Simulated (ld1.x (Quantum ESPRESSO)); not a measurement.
Ga, TM: configuration errors across variants

gallium, norm-conserving Troullier–Martins (Kleinman–Bylander form), made with ld1.x (Quantum ESPRESSO) 7.5 (PBEsol, scalar-relativistic). Core [Ar] 3d10, reference 4s2 4p1. Waves: 4p (bound): rc 2.25 bohr; 4s (bound): rc 1.65 bohr. Local part: the s channel. Core correction: Bessel-smoothed model core inside 1.40 bohr.

All-electron excitation energies from the reference (eV): (1) 4s2 4p0 5.679; (2) 4s1 4p0 26.815; (3) 4s2 4p0.5 2.027; (4) 4s1 4p1 13.084; (5) 4s0 4p3 13.390; (6) 4s2 4p1.3 -0.531; (7) 4s1 4p2 6.551.

1 further variants failed, have other tests or too few solved ones, and are left out.

A true bound ghost makes a file unfit for plane-wave use even where its test errors are small: the radial tests pick states by their node count and pass the ghost by.

Errors AE − PS in meV (a dash: test not solved or not reliable):

| change | (1) | (2) | (3) | (4) | (5) | (6) | (7) | bound ghosts |
| --- | --- | --- | --- | --- | --- | --- | --- | --- |
| base | -12 | -190 | -1.8 | -52 | -75 | -0.1 | -19 | none |
| all radii but the core radius scaled by about 0.81 (s 1.34, p 1.82 bohr) | -12 | -185 | -1.8 | -55 | -90 | -0.1 | -21 | p |
| wave 4s (bound): rc 1.65 bohr becomes 4s (bound): rc 2.52 bohr | -9.4 | -192 | -1.7 | -70 | -157 | -0.1 | -36 | none |
| type ultrasoft; waves now 4s (bound): rcut 1.45, rcutus 1.65 bohr; 4s channel at 1.8 Ry: rcut 1.45, rcutus 1.65 bohr; 4p (bound): rcut 1.95, rcutus 2.25 bohr; 4p channel at 1.7 Ry: rcut 1.95, rcutus 2.25 bohr; local potential all-electron potential smoothed inside 1.95 bohr (lloc = -1); augmentation PSQ, radius 1.40 bohr | -13 | -213 | -1.9 | -59 | -80 | -0.1 | -21 | none |
| wave 4p (bound): rc 2.25 bohr becomes 4p (bound): rc 2.10 bohr | -12 | -189 | -1.8 | -53 | -77 | -0.1 | -19 | none |
| local potential all-electron potential smoothed inside 2.25 bohr (lloc = -2) | -13 | -196 | -1.9 | -52 | -72 | -0.1 | -19 | none |

(1) Give the same row for: core correction none.

Answers

(1) -3.2, +0.9, -0.7, +1.5, +58, +0.1, +11; bound ghosts: none.
